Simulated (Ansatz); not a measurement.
Total energies of `COc1ccc(-c2ccc(C#Cc3ccc(C#Cc4ccc(C#Cc5ccc(C#Cc6ccc(C#Cc7ccc(C#Cc8ccc(C(F)=C(F)F)cc8)cc7)cc6)cc5)cc4)cc3)cc2)cc1` from Ansatz at PBE0-D4/def2-TZVP, gas phase (1 Eh = 27.2114 eV = 2625.5 kJ/mol). The reference geometry is relaxed at r2SCAN-D4/def2-SVP.

```csv
state,geometry,energy (Eh)
charge 0 singlet,reference,-2794.06328
charge 1 doublet,reference,-2793.83186
charge -1 doublet,reference,-2794.13636
free C atom (triplet),–,-37.80537
free O atom (triplet),–,-75.01860
free F atom (doublet),–,-99.67617
free H atom (doublet),–,-0.50104
```

Single mean-field runs in def2-TZVP are fitted with def2-universal-jkfit.

Q: Work out the vertical ionisation energy to the doublet.

A: E(charge 1 doublet) − E(charge 0 singlet) = -2793.83186 − (-2794.06328) = 0.23142 Eh = 6.30 eV. For comparison, −ε of the highest occupied level is 5.64 eV at this level, 0.66 eV less.

Q: Work out the vertical electron affinity, to the doublet.

A: E(charge 0 singlet) − E(charge -1 doublet) = -2794.06328 − (-2794.13636) = 0.07308 Eh = 1.99 eV. The basis lacks diffuse functions, which makes affinities too small.

Q: Give the fundamental gap IE − EA, the Mulliken electronegativity (IE + EA)/2 and the hardness (IE − EA)/2.

A: From the values in Eh: IE − EA = 0.23142 − 0.07308 = 0.15834 Eh = 4.31 eV; (IE + EA)/2 = 4.14 eV; (IE − EA)/2 = 2.15 eV. The HOMO–LUMO gap of the same run is 3.04 eV, 1.27 eV smaller than the fundamental gap.

Q: What is the binding energy per atom against free atoms?

A: Atoms: 63 × (-37.80537) + 1 × (-75.01860) + 3 × (-99.67617) + 35 × (-0.50104) = -2773.32182 Eh. Binding: -2773.32182 − (-2794.06328) = 20.74146 Eh = 564.40 eV, or 5.53 eV for each of 102 atoms (no zero-point energy, no counterpoise term).
